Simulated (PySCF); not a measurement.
# Pr(OH)3 at several levels of theory

Computed with PySCF 2.14.0 (density fitting, no spin-orbit coupling) at the geometry relaxed with BP86:

```xyz
7
Pr(OH)3 (singlet in the valence; each metal's 4f electrons, 2 of them, lie in its core potential, out of spins and levels)
Pr    0.0000    0.0000   -0.4667
O     2.0785    0.0000    0.0435
H     2.9587    0.0000    0.4492
O    -1.0393    1.8000    0.0435
H    -1.4793    2.5623    0.4492
O    -1.0392   -1.8000    0.0435
H    -1.4793   -2.5623    0.4492
```

| level | basis | state | HOMO (eV) | gap (eV) | charge on Pr1 (e) | population of f-type functions on Pr1 (polarisation alone where 4f lies in the core) | dipole about the centre of mass (D) | largest force component (eV/Å) |
| --- | --- | --- | --- | --- | --- | --- | --- | --- |
| BP86 | Pr lcecp-1-SVP with ECP48, O def2-SVP, H def2-SVP | singlet | -5.83 | 4.07 | 0.92 | 0.11 | 1.55 | 0.01 |
| BLYP | the same | singlet | -5.60 | 3.72 | 0.88 | 0.11 | 1.55 | 0.21 |
| PBE | the same | singlet | -5.73 | 3.86 | 0.90 | 0.11 | 1.53 | 0.05 |
| M06-L | the same | singlet | -5.87 | 4.98 | 1.26 | 0.10 | 1.85 | 0.65 |
| BP86 | Pr lcecp-1-TZVP with ECP48, O def2-TZVP, H def2-TZVP | singlet | -6.17 | 4.38 | 1.51 | 0.12 | 1.83 | 0.31 |

In the lcecp rows the 4f levels are missing from HOMO and gap, and the state counts the valence alone.

Charges are Mulliken's, which hang on the basis. The relaxation used the grid (50, 194), these runs (75, 302) or, all-electron (x2c bases, spin-free X2C Hamiltonian), (99, 590).

Question: What does TPSSh with Pr lcecp-1-SVP with ECP48, O def2-SVP, H def2-SVP give here?

Answer: state singlet, HOMO (eV) -6.46, gap (eV) 5.02, charge on Pr1 (e) 1.09, population of f-type functions on Pr1 (polarisation alone where 4f lies in the core) 0.11, dipole about the centre of mass (D) 1.71, largest force component (eV/Å) 0.30. Time: 9.2 s on 2 threads of Arm Neoverse N1 (shared host), from an already converged density.

In the first row's basis the gap widens with exact exchange: 3.7 to 5.0 eV for BLYP, PBE, BP86, M06-L (none); 5.0 eV for TPSSh (a fixed share).

An lcecp potential fixes the number of 4f electrons, so in runs with it no electron can move into or out of that shell.
